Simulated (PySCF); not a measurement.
Al(H)(vinyl)(NH2) (C2H6AlN), SMILES C=[CH][AlH][NH2]. Atoms are numbered in the order given.

```xyz
10

Al     0.4590    -0.5343     0.0000
H      2.0425    -0.5166     0.0000
C     -0.5654     1.1208     0.0000
C      0.0447     2.3198     0.0000
H     -1.6657     1.1353     0.0000
H     -0.5051     3.2705     0.0000
H      1.1386     2.4148     0.0000
N     -0.3681    -2.1068     0.0000
H      0.0989    -3.0091     0.0000
H     -1.3746    -2.2454     0.0000
```

Geometry: B3LYP-D3(BJ)/def2-SVP. One conformer was computed; it need not be the lowest.

Calculation: PySCF with M06-2X/def2-TZVP.

Gas-phase values at a fixed geometry.

Computed frontier levels, gap, dipole moment and polarisability:
The highest occupied level comes out as -8.71 eV and the lowest empty level comes out as -0.15 eV. The orbital gap comes out as 8.56 eV, the dipole moment is 0.98 D and the quadrupole, principal values (traceless, Buckingham form, about the centre of nuclear charge) comes out as -3.33, -2.02, 5.35 D·Å. The mean static polarisability is 57.8 bohr³ (8.57 Å³) and the polarisability, principal values is 41.8, 54.8, 76.7 bohr³.
